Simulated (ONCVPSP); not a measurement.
# magnesium (Mg): excitation energies, all-electron against ONCV

ONCVPSP 4.0.1 input, shortened (lines: element, Z, core and valence counts, functional; n l f; lmax; l rc ep ncon nbas qcut; lloc lpopt rc5 dvloc0; l nproj debl; icmod fcfact rcfact), LDA (Perdew-Wang 92), scalar-relativistic:

```
  Mg 12.00    3    1  -001012      upf
    1    0    2.00
    2    0    2.00
    2    1    6.00
    3    0    1.00
    2
    0    2.20    0.00    4    8    2.80
    1    1.80    0.38    4    8    5.00
    2    2.25    0.38    3    7    4.20
    4    5    1.40    1.00
    0    2    4.00
    1    1    1.30
    2    1    3.80
    3    2.00    1.60
```

Energies are relative to the spin-unpolarised reference configuration 3s1; without spin polarisation the order of configurations can differ from experiment.

| valence configuration | charge | ΔE all-electron (eV) | error AE − PS (meV) |
| --- | --- | --- | --- |
| 3s2 | 0 | -8.068 | -3.8 |
| 3s1.5 | +0.5 | -4.879 | -1.1 |
| 3s1 3p1 | 0 | -4.546 | +69 |

Problem. What are ΔE and the potential's error for 3s0 3p2?

Solution. ΔE = -0.801 eV all-electron; the error (AE − PS) is +154 meV.

Levels in the configuration 3s1 3p1:

```json
{"level": "3s", "all-electron (eV)": "-5.765", "pseudo (eV)": "-5.723"}
{"level": "3p", "all-electron (eV)": "-2.126", "pseudo (eV)": "-2.163"}
```

Note: no bound ghost flagged but for a GHOST(-) flag that falls on a real empty level of the atom; GHOST(+) flagged for s at 130.9 eV.
